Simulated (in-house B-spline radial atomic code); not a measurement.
## Nd IV (Nd3+): [Ne] 3p6 3d10 4s2 4p6 4d10 4f4 5s2 5p6 6s1 (with a hole in an inner shell)

Level of theory: Dirac-Hartree-Fock, average of configuration, Fermi nucleus of rms radius 4.9123 fm; calculated with a radial B-spline atomic code at the basis-set limit.

Effective charges: Z_r = [3n² - l(l+1)]/(2<r>) from the radius, Z_e = n√(-2ε) from the energy, and Slater's rules. Values are occupation-weighted means over j. An effective charge above Z reflects the relativistic contraction of the inner shells.

```json
{"shell": "1s", "electrons": "2", "ε (eV)": "-43980", "<r> (bohr)": "0.02362", "Z_r": "63.50", "Z_e": "56.85", "Slater": "59.70"}
{"shell": "2s", "electrons": "2", "ε (eV)": "-7328.1", "<r> (bohr)": "0.1004", "Z_r": "59.77", "Z_e": "46.42", "Slater": "55.85"}
{"shell": "2p", "electrons": "6", "ε (eV)": "-6582.9", "<r> (bohr)": "0.08844", "Z_r": "56.53", "Z_e": "43.99", "Slater": "55.85"}
{"shell": "3p", "electrons": "6", "ε (eV)": "-1453.9", "<r> (bohr)": "0.2605", "Z_r": "47.98", "Z_e": "31.01", "Slater": "49.45"}
{"shell": "3d", "electrons": "10", "ε (eV)": "-1122.2", "<r> (bohr)": "0.2375", "Z_r": "44.20", "Z_e": "27.25", "Slater": "40.85"}
{"shell": "4s", "electrons": "2", "ε (eV)": "-397.5", "<r> (bohr)": "0.5938", "Z_r": "40.42", "Z_e": "21.62", "Slater": "33.95"}
{"shell": "4p", "electrons": "6", "ε (eV)": "-314.53", "<r> (bohr)": "0.6236", "Z_r": "36.88", "Z_e": "19.23", "Slater": "33.95"}
{"shell": "4d", "electrons": "10", "ε (eV)": "-189.07", "<r> (bohr)": "0.6748", "Z_r": "31.12", "Z_e": "14.91", "Slater": "22.85"}
{"shell": "5s", "electrons": "2", "ε (eV)": "-86.586", "<r> (bohr)": "1.399", "Z_r": "26.81", "Z_e": "12.61", "Slater": "12.85"}
{"shell": "5p", "electrons": "6", "ε (eV)": "-61.462", "<r> (bohr)": "1.571", "Z_r": "23.24", "Z_e": "10.63", "Slater": "12.85"}
{"shell": "4f", "electrons": "4", "ε (eV)": "-59.864", "<r> (bohr)": "0.8007", "Z_r": "22.48", "Z_e": "8.39", "Slater": "14.95"}
{"shell": "6s", "electrons": "1", "ε (eV)": "-26.207", "<r> (bohr)": "3.244", "Z_r": "16.65", "Z_e": "8.33", "Slater": "5.20"}
```

The least bound orbital is 6s1/2 at -26.21 eV, and it is also the most diffuse (<r> = 3.244 bohr).

Spin-orbit splittings of the orbital energies (j = l + 1/2 above j = l - 1/2 when positive): 2p 523.2 eV, 3p 109.1 eV, 3d 23.48 eV, 4p 25.03 eV, 4d 4.647 eV, 5p 4.068 eV, 4f 0.6447 eV.

For the 1s electron the small component carries 4.95 % of the norm, the zero-frequency Breit interaction raises the level by 121.2 eV, self-energy by 72 eV, and vacuum polarisation lowers it by 11.05 eV.
